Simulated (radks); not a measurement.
Q: The bismuth ion Bi4+, [Xe] 4f14 5d10 6s1. Calculated with a radial shooting solver on a logarithmic mesh with Libxc functionals: non-relativistic Kohn-Sham, LDA (Slater exchange, Perdew-Wang correlation), spin-polarised, spherical densities, point nucleus. Every spin shell is full or empty, so the densities are truly spherical. Functionals are evaluated on that one density, not self-consistently. Rank these orbital-free kinetic functionals by their error against the exact value of the orbitals, and give that value: Thomas-Fermi, TF + vW, LC94, Perdew 92, Thakkar, LKT, PG1, Ernzerhof.

A: Exact: 20080.9 hartree. From best to worst, with 100 (|E| - |E exact|)/|E exact| (equal figures are ties): LC94 +0.03, Ernzerhof -0.47, Perdew 92 -0.66, Thakkar -0.79, Thomas-Fermi -4.56, PG1 +12.23, LKT +15.69, TF + vW +30.39.
